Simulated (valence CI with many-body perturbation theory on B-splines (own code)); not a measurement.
**Os61+: electric-dipole lines**

Method: configuration interaction combined with many-body perturbation theory (CI+MBPT): five valence electrons over a frozen Dirac-Fock core [Ne], radial functions for each j: 11 s, 11 p, 10 d, 8 f, 5 g, 2 h, with the one-electron correlation potential Σ1 (screened to all orders), the two-electron term Σ2, the three-electron term Σ3, Breit, model QED; selected single and double excitations, second order for the rest, scaled by the run's own slope (own B-spline code, finite nucleus).

The last digits are not significant, and no measured levels were compared; by estimate large intervals hold to a few tenths of a per cent, small ones and those within an open d or f shell to about a per cent. Among the levels kept, up to 3100 cm⁻¹ of a level comes from second order outside the variational space, and about a tenth of that is noise between levels of different J, which matters for small intervals.

Lines 151 to 200 of 565 in falling wavelength, among levels below 109.28 Ry, chosen from the strongest by gf and those to the six lowest levels. Wavelengths and rates use the calculated energies. Electric multipoles are in the length gauge with retardation, E1 and E2 with the static RPA response of the core. Weak lines are less certain than strong ones. Lines between different terms over intervals too small for the method are left out, as are lines whose strength nearly cancels. The highest levels of a list are the least certain.

Levels are named by their leading jj configuration (3d3/2^4 stands for four electrons in 3d with j = 3/2), which in mixed levels can hold well under half, so a name can repeat and another be missing. Letters in brackets count levels of one name in rising energy.

```
λ vac (nm)                               Upper                               Lower   A (s⁻¹)  S (a.u.)
     3.529  (3s 3p1/2^2 3d3/2 3d5/2) J=5/2 [a]  (3s 3p1/2^2 3p3/2 3d3/2) J=3/2 [a]  2.15e+11  2.80e-02
     3.526          (3s 3p1/2^2 3d5/2^2) J=1/2  (3s 3p1/2^2 3p3/2 3d5/2) J=3/2 [b]  3.85e+11  1.67e-02
     3.522  (3s 3p1/2 3p3/2^2 3d5/2) J=3/2 [d]        (3s 3p1/2 3p3/2^3) J=3/2 [b]  3.54e+11  3.05e-02
     3.520  (3s^2 3p1/2 3p3/2 3d5/2) J=5/2 [b]          (3s^2 3p1/2 3p3/2^2) J=5/2  1.35e+11  1.74e-02
     3.516  (3s 3p1/2^2 3p3/2 3d5/2) J=3/2 [b]          (3s 3p1/2^2 3p3/2^2) J=1/2  2.40e+11  2.06e-02
     3.514          (3s^2 3p3/2 3d5/2^2) J=7/2          (3s^2 3p3/2^2 3d5/2) J=7/2  1.17e+11  2.00e-02
     3.514  (3s 3p1/2^2 3p3/2 3d5/2) J=5/2 [b]          (3s 3p1/2^2 3p3/2^2) J=3/2  4.84e+11  6.22e-02
     3.507          (3s 3p1/2^2 3d5/2^2) J=5/2  (3s 3p1/2^2 3p3/2 3d5/2) J=7/2 [a]  7.00e+10  8.94e-03
     3.506          (3s^2 3p1/2 3d5/2^2) J=1/2      (3s^2 3p1/2 3p3/2 3d5/2) J=1/2  1.99e+11  8.46e-03
     3.505  (3s^2 3p1/2 3d3/2 3d5/2) J=3/2 [a]  (3s^2 3p1/2 3p3/2 3d3/2) J=3/2 [a]  2.29e+11  1.95e-02
     3.503  (3s^2 3p1/2 3p3/2 3d5/2) J=7/2 [b]          (3s^2 3p1/2 3p3/2^2) J=5/2  5.43e+11  9.22e-02
     3.501  (3s^2 3p1/2 3d3/2 3d5/2) J=3/2 [a]  (3s^2 3p1/2 3p3/2 3d3/2) J=1/2 [a]  1.38e+11  1.17e-02
     3.500  (3s 3p1/2 3p3/2^2 3d5/2) J=5/2 [b]        (3s 3p1/2 3p3/2^3) J=3/2 [a]  1.65e+11  2.10e-02
     3.499  (3s^2 3p1/2 3d3/2 3d5/2) J=7/2 [b]  (3s^2 3p1/2 3p3/2 3d3/2) J=5/2 [b]  3.74e+11  6.33e-02
     3.494  (3s 3p1/2 3p3/2^2 3d5/2) J=5/2 [d]            (3s 3p1/2 3p3/2^3) J=5/2  2.49e+11  3.15e-02
     3.489  (3s^2 3p3/2 3d3/2 3d5/2) J=5/2 [d]      (3s^2 3p3/2^2 3d3/2) J=3/2 [b]  4.09e+11  5.14e-02
     3.489      (3s^2 3p3/2 3d3/2^2) J=3/2 [a]        (3s 3p1/2 3p3/2^3) J=3/2 [a]  9.61e+10  8.06e-03
     3.488          (3s^2 3p1/2 3d5/2^2) J=9/2      (3s^2 3p1/2 3p3/2 3d5/2) J=9/2  1.54e+11  3.23e-02
     3.485  (3s 3p1/2^2 3d3/2 3d5/2) J=3/2 [a]  (3s 3p1/2^2 3p3/2 3d3/2) J=1/2 [a]  2.12e+11  1.77e-02
     3.480  (3s^2 3p3/2 3d3/2 3d5/2) J=7/2 [c]          (3s 3p1/2^2 3d3/2^2) J=5/2  1.65e+11  2.75e-02
     3.477      (3s^2 3p1/2 3d3/2 3d5/2) J=1/2  (3s^2 3p1/2 3p3/2 3d3/2) J=1/2 [a]  3.48e+11  1.44e-02
     3.476          (3s^2 3p3/2 3d5/2^2) J=9/2          (3s^2 3p3/2^2 3d5/2) J=9/2  4.36e+11  9.04e-02
     3.472  (3s^2 3p3/2 3d3/2 3d5/2) J=1/2 [b]      (3s^2 3p3/2^2 3d3/2) J=3/2 [b]  4.98e+11  2.06e-02
     3.471      (3s 3p1/2^2 3d3/2 3d5/2) J=9/2      (3s 3p1/2^2 3p3/2 3d3/2) J=7/2  3.14e+11  6.47e-02
     3.467          (3s^2 3p1/2 3d5/2^2) J=1/2  (3s^2 3p1/2 3p3/2 3d5/2) J=3/2 [b]  5.93e+11  2.44e-02
     3.460  (3s 3p1/2^2 3d3/2 3d5/2) J=3/2 [a]  (3s 3p1/2^2 3p3/2 3d3/2) J=3/2 [a]  7.48e+10  6.12e-03
     3.457          (3s^2 3p3/2 3d5/2^2) J=9/2          (3s^2 3p3/2^2 3d5/2) J=7/2  3.14e+11  6.40e-02
     3.456  (3s 3p1/2 3p3/2^2 3d5/2) J=5/2 [f]        (3s 3p1/2 3p3/2^3) J=3/2 [b]  6.44e+11  7.87e-02
     3.455          (3s 3p1/2^2 3d5/2^2) J=1/2      (3s 3p1/2^2 3p3/2 3d5/2) J=1/2  1.84e+11  7.51e-03
     3.450          (3s^2 3p3/2^2 3d5/2) J=3/2                (3s^2 3p3/2^3) J=3/2  6.48e+11  5.25e-02
     3.448  (3s^2 3p3/2 3d3/2 3d5/2) J=7/2 [c]          (3s^2 3p3/2^2 3d3/2) J=5/2  4.90e+11  7.93e-02
     3.445          (3s 3p1/2^2 3d5/2^2) J=3/2  (3s 3p1/2^2 3p3/2 3d5/2) J=3/2 [a]  1.31e+11  1.06e-02
     3.444  (3s 3p1/2 3p3/2^2 3d5/2) J=3/2 [e]        (3s 3p1/2 3p3/2^3) J=3/2 [b]  2.18e+11  1.76e-02
     3.439  (3s^2 3p3/2 3d3/2 3d5/2) J=5/2 [c]      (3s^2 3p3/2^2 3d3/2) J=3/2 [a]  4.08e+11  4.91e-02
     3.439          (3s^2 3p1/2 3d5/2^2) J=3/2  (3s^2 3p1/2 3p3/2 3d5/2) J=5/2 [a]  1.22e+11  9.79e-03
     3.435  (3s 3p1/2 3p3/2^2 3d5/2) J=7/2 [e]            (3s 3p1/2 3p3/2^3) J=5/2  5.65e+11  9.04e-02
     3.433          (3s 3p1/2^2 3d5/2^2) J=5/2  (3s 3p1/2^2 3p3/2 3d5/2) J=5/2 [a]  3.65e+11  4.37e-02
     3.430          (3s^2 3p1/2 3d5/2^2) J=5/2  (3s^2 3p1/2 3p3/2 3d5/2) J=5/2 [a]  3.98e+11  4.76e-02
     3.422  (3s 3p1/2 3p3/2^2 3d5/2) J=3/2 [b]        (3s 3p1/2 3p3/2^3) J=3/2 [a]  3.21e+11  2.54e-02
     3.421  (3s 3p1/2 3p3/2^2 3d5/2) J=3/2 [e]            (3s 3p1/2 3p3/2^3) J=1/2  7.11e+11  5.62e-02
     3.419  (3s^2 3p3/2 3d3/2 3d5/2) J=5/2 [c]          (3s 3p1/2^2 3d3/2^2) J=5/2  6.67e+10  7.90e-03
     3.417  (3s^2 3p1/2 3p3/2 3d5/2) J=3/2 [b]          (3s^2 3p1/2 3p3/2^2) J=5/2  7.11e+10  5.60e-03
     3.408  (3s 3p1/2 3p3/2^2 3d5/2) J=5/2 [e]            (3s 3p1/2 3p3/2^3) J=5/2  3.66e+11  4.29e-02
     3.405          (3s^2 3p1/2 3d5/2^2) J=3/2  (3s^2 3p1/2 3p3/2 3d5/2) J=3/2 [a]  4.75e+11  3.70e-02
     3.404      (3s^2 3p3/2^2 3d5/2) J=5/2 [b]                (3s^2 3p3/2^3) J=3/2  6.34e+11  7.40e-02
     3.402  (3s^2 3p1/2 3p3/2 3d5/2) J=5/2 [b]          (3s^2 3p1/2 3p3/2^2) J=3/2  6.69e+11  7.80e-02
     3.397          (3s 3p1/2^2 3d5/2^2) J=9/2      (3s 3p1/2^2 3p3/2 3d5/2) J=9/2  1.49e+11  2.89e-02
     3.390  (3s 3p1/2^2 3d3/2 3d5/2) J=7/2 [b]      (3s 3p1/2^2 3p3/2 3d3/2) J=7/2  4.63e+10  7.12e-03
     3.388  (3s^2 3p3/2 3d3/2 3d5/2) J=5/2 [c]          (3s^2 3p3/2^2 3d3/2) J=5/2  1.97e+11  2.27e-02
     3.385  (3s 3p1/2 3p3/2^2 3d5/2) J=5/2 [c]        (3s 3p1/2 3p3/2^3) J=3/2 [a]  4.13e+11  4.74e-02
```
